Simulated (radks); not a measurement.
Species: Hf LV. Configuration: [Ar] (the NIST ground configuration). All-electron calculation, non-relativistic Kohn-Sham, LB94 model potential, spin-polarised, spherical densities, point nucleus; relativity is left out, which matters for an element this heavy. Program: a radial shooting solver on a logarithmic mesh with Libxc functionals.

Normalised radial functions P(r) = r R(r), r in bohr:

r	2p
0.001198	0.0112
0.00134	0.0139
0.001487	0.0170
0.001663	0.0211
0.00186	0.0262
0.002064	0.0321
0.002309	0.0398
0.002582	0.0493
0.002865	0.0601
0.003205	0.0742
0.003585	0.0916
0.003977	0.1112
0.004449	0.1368
0.004936	0.1656
0.005521	0.2028
0.006176	0.2479
0.006853	0.2979
0.007665	0.3621
0.008573	0.4386
0.009513	0.5222
0.01064	0.6276
0.0119	0.7508
0.01321	0.8826
0.01477	1.0447
0.01639	1.2147
0.01833	1.4190
0.0205	1.6445
0.02275	1.8711
0.02545	2.1298
0.02846	2.3980
0.03158	2.6484
0.03533	2.9096
0.0392	3.1333
0.04384	3.3402
0.04904	3.4965
0.05441	3.5828
0.06086	3.5994
0.06808	3.5271
0.07554	3.3765
0.08449	3.1270
0.0945	2.7982
0.1049	2.4389
0.1173	2.0188
0.1301	1.6238
0.1456	1.2215
0.1628	0.8673
0.1807	0.5960
0.2021	0.3715
0.226	0.2139
0.2508	0.1184
0.2805	0.0570
0.3138	0.0246
0.3482	0.0101
0.3894	0.0034
0.4321	0.0011
0.4833	0.0003
0.5406	0.0001
0.5998	0.0000
0.6709	0.0000

2p: eigenvalue -13224.7 eV, 0 radial nodes, <r> = 0.0744 bohr, 90 % of the charge inside 0.120 bohr.
